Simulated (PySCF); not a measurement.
The 17-electron isoelectronic series, spin-free X2C

All values are computed (PySCF 2.14, energy differences of UHF-based or UKS calculations, no spin-orbit coupling). Each ion has its own even-tempered basis scaled to its charge (18s12p5d4f for the first); frozen: 1s2. Ionisation energies in eV.

| ion | configuration | UHF | MP2 (outer shells) | LDA | PBE | PBE0 | r2SCAN | NIST (with spin-orbit, Breit and QED) |
| --- | --- | --- | --- | --- | --- | --- | --- | --- |
| In³²⁺ | [Ne] 3s2 3p5 (2P) | 2048.7 | 2049.7 | 2050.9 | 2051.1 | 2051.0 | 2051.3 | 2028.5 ± 2.1 (s) |
| Sn³³⁺ | [Ne] 3s2 3p5 (2P) | 2164.6 | 2165.6 | 2166.7 | 2167.0 | 2166.9 | 2167.2 | 2142.1 ± 2.1 (s) |
| Sb³⁴⁺ | [Ne] 3s2 3p5 (2P) | 2283.7 | 2284.7 | 2285.9 | 2286.1 | 2286.0 | 2286.3 | 2266 ± 5 (t) |
| Te³⁵⁺ | [Ne] 3s2 3p5 (2P) | 2406.1 | 2407.2 | 2408.3 | 2408.6 | 2408.5 | 2408.7 | 2386 ± 5 (t) |
| I³⁶⁺ | [Ne] 3s2 3p5 (2P) | 2531.8 | 2532.8 | 2533.9 | 2534.3 | 2534.2 | 2534.5 | 2510 ± 5 (t) |
| Xe³⁷⁺ | [Ne] 3s2 3p5 (2P) | 2660.8 | 2661.8 | 2662.9 | 2663.3 | 2663.2 | 2663.5 | 2637 ± 4 (t) |
| Cs³⁸⁺ | [Ne] 3s2 3p5 (2P) | 2793.1 | 2794.1 | 2795.2 | 2795.6 | 2795.5 | 2795.8 | 2767 ± 4 (t) |
| Ba³⁹⁺ | [Ne] 3s2 3p5 (2P) | 2928.7 | 2929.7 | 2930.8 | 2931.2 | 2931.1 | 2931.4 | 2901 ± 4 (t) |
| La⁴⁰⁺ | [Ne] 3s2 3p5 (2P) | 3067.6 | 3068.7 | 3069.7 | 3070.2 | 3070.1 | 3070.4 | 3036 ± 4 (t) |
| Ce⁴¹⁺ | [Ne] 3s2 3p5 (2P) | 3209.9 | 3211.0 | 3212.0 | 3212.5 | 3212.4 | 3212.7 | 3176 ± 4 (t) |

Each ion has its own basis, which adds noise of up to about 0.1 % along the series.

NIST values marked (s) are semi-empirical, (t) theoretical. Open shells are high-spin determinants of the terms that Hund's rules give.

Spin-orbit coupling of the open shells is absent from the calculated values and included in NIST's; it grows fast with Z.
